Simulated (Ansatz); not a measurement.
Geometry optimisation, RKS PBE-D4/STO-3G (Ansatz).

Input file:

```yaml
crystal:
  periodic: [false, false, false]
  atoms:
    - { symbol: Si, position_ang: [-0.3972, 2.3778, 0.5149] }
    - { symbol: "N", position_ang: [0.1937, 0.8514, 0.6646] }
    - { symbol: C, position_ang: [0.2971, -0.1681, -0.411] }
    - { symbol: Si, position_ang: [1.6582, -1.4792, 0.0915] }
    - { symbol: Si, position_ang: [-1.2293, -1.1616, -0.7544] }
    - { symbol: H, position_ang: [-0.1377, 3.1689, 1.7489] }
    - { symbol: H, position_ang: [0.199, 3.0504, -0.6817] }
    - { symbol: H, position_ang: [-1.8675, 2.2871, 0.3308] }
    - { symbol: H, position_ang: [-0.1535, 0.4594, 1.5705] }
    - { symbol: H, position_ang: [0.6896, 0.2975, -1.2997] }
    - { symbol: H, position_ang: [1.7373, -2.5129, -0.95] }
    - { symbol: H, position_ang: [1.1984, -2.152, 1.378] }
    - { symbol: H, position_ang: [2.87, -0.848, 0.3036] }
    - { symbol: H, position_ang: [-1.0464, -2.188, -1.7546] }
    - { symbol: H, position_ang: [-2.2951, -0.2611, -1.2374] }
    - { symbol: H, position_ang: [-1.7397, -1.7442, 0.5301] }
basis:
  gaussian: { orbitals: STO-3G }
hamiltonian:
  xc: pbe
  dispersion: d4
relax:
  f_tol: 0.02
  max_steps: 40
scf:
  lower_state_search: "off"
```

Run as:

```bash
$ ansatz run input.yaml --threads 1 --pin off --max-ram 2048MiB --backend cpu --events-out ev --progress --plain --runs-dir out
```

Task: Where does it end, and by what steps?

Result: The run converged. Limits of this set-up: minimal basis. After 9 steps the energy has fallen by 0.745 eV; N2 moved furthest, 0.24 Å.

```csv
step,energy less start (eV),largest force component (eV/Å),accepted
0,0.0000,4.292,yes
1,-0.5870,1.777,yes
2,-0.6957,0.422,yes
3,-0.7189,0.238,yes
4,-0.7347,0.192,yes
5,-0.7422,0.108,yes
6,-0.7443,0.038,yes
7,-0.7446,0.058,yes
8,-0.7451,0.038,yes
9,-0.7454,0.014,yes
```

```xyz
16
Properties=species:S:1:pos:R:3
Si -0.502 2.339 0.471
N 0.381 0.813 0.811
C 0.369 -0.220 -0.315
Si 1.693 -1.521 0.107
Si -1.309 -1.036 -0.741
H -0.290 3.217 1.612
H 0.082 2.908 -0.734
H -1.946 2.210 0.262
H -0.063 0.343 1.655
H 0.720 0.314 -1.224
H 1.770 -2.528 -0.942
H 1.333 -2.184 1.352
H 3.000 -0.902 0.262
H -1.131 -2.082 -1.738
H -2.261 -0.063 -1.257
H -1.871 -1.632 0.463
```

The run took 31 s on 1 CPU thread of a shared host.
